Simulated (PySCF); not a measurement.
(E)-1-chloro-3,3-difluoroprop-1-ene (C₃H₃ClF₂), SMILES FC(F)/C=C/Cl. The structure is a stationary point at PBE-D3(BJ)/def2-SVP. The values are those of a single conformer.

Computed with PBE-D3(BJ)/def2-SVP run with PySCF 2.14.0.

Harmonic wavenumbers (cm⁻¹): 95, 162, 176, 311, 424, 517, 654, 802, 849, 923, 955, 1069, 1136, 1187, 1245, 1328, 1347, 1662, 2949, 3132, 3146. Rotational constants (GHz): 8.211, 1.160, 1.055; symmetry number 1.

Problem. Work out the zero-point energy and the ideal-gas rigid-rotor harmonic-oscillator thermochemistry at 298.15 K and 1 atm.

Solution. ZPE = ½ Σ hcν = ½ × 24067 cm⁻¹ = 34.41 kcal/mol. H − E(el) = 38.87 kcal/mol. Entropy in cal/(mol K): translation 40.07, rotation 27.86, vibration 12.54, total 80.47. G − E(el) = 14.88 kcal/mol. Cp = 22.24 cal/(mol K). Modes under 150 cm⁻¹ make the vibrational entropy uncertain.
